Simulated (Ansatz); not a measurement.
The cluster AlSi₃⁺, relaxed as a singlet with RKS PBE0-D4/def2-TZVP in Ansatz, starting from the GFN2-xTB geometry. Force threshold 0.02 eV/Å.

The structure comes from a short search, and lower isomers may exist.

Start:

```tsv
atom	x (Å)	y (Å)	z (Å)
Al1	0.5389	0.5318	-1.9031
Si2	-0.5530	1.1660	0.2188
Si3	-0.5148	-0.5081	1.8186
Si4	0.5290	-1.1897	-0.1343
```

**Question.** Estimate the energy that the relaxation releases and the steps that it takes.

**Answer.** 6.7 kcal/mol, in 4 steps; 6.5 s on 4 threads of Arm Neoverse V1 on a shared host. No frequencies were taken in this run, so the end may be a saddle point.

**Question.** Does the start keep its bonding and symmetry?

**Answer.** By distances, no bond broke or formed. The bond that changes most is Si2–Si4, from 2.62 to 2.87 Å (atoms count from 1). Point group C2v at the start, C2v at the end, both within 0.05 Å.

**Question.** Predict the relaxed structure.

**Answer.** 
```
atom   x (Å)   y (Å)   z (Å)
 Al1   0.497   0.491  -1.756
 Si2  -0.609   1.276   0.251
 Si3  -0.465  -0.459   1.642
 Si4   0.577  -1.308  -0.136
```
Bond lengths: 2 × Al–Si 2.42 Å; 2 × Si–Si 2.23 Å.
